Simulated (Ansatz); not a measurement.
Reaction (cleavage of the Si–Al bond): `[CH3][Al]([SiH3])[Br]` + `CC[TeH]` → `CC[Te][SiH3]` + `[CH3][AlH][Br]`

Program: Ansatz. Geometries: PBE0-D4/def2-TZVP. ΔE: electronic, gas phase. CCSD(T)/CBS is the MP2 limit (def2-TZVPP, def2-QZVPP) plus CCSD(T) − MP2 in def2-TZVPP, frozen cores. Functionals use def2-TZVPP. def2 core potentials past Kr. For Br, Te outer-core shells are correlated without core-valence functions, which leaves a few kJ/mol of doubt a bond. Scalar relativity is left out up to krypton. Each species was taken in one conformer, which may not be the lowest.

```csv
level,ΔE (kJ/mol),difference from CCSD(T)/CBS
PBE-D4,-40.7,10.8
r2SCAN-D4,-47.6,3.9
PBE0-D4,-44.2,7.3
PBE,-38.7,12.8
r2SCAN,-47.3,4.2
PBE0,-42.7,8.8
MP2/def2-TZVPP,-59.2,-7.7
SCS-MP2/def2-TZVPP,-55.8,-4.3
HF/def2-QZVPP,-54.1,-2.6
SCS-MP2/def2-QZVPP,-59.2,-7.7
CCSD(T)/CBS,-51.5,0
```

Largest T1 diagnostic among the species: 0.010.

The D4 term adds −3.2 kJ/mol with B3LYP and −1.5 kJ/mol with PBE0; it sums over pairs of atoms, weighted by their polarisabilities, and B3LYP, whose exchange is more repulsive, gets the larger term. From PBE to PBE0 (25 % exact exchange), in def2-TZVPP and without D4, ΔE moves by −3.9 kJ/mol.

B3LYP here is the variant with VWN-RPA as its local correlation; programs differ in this.
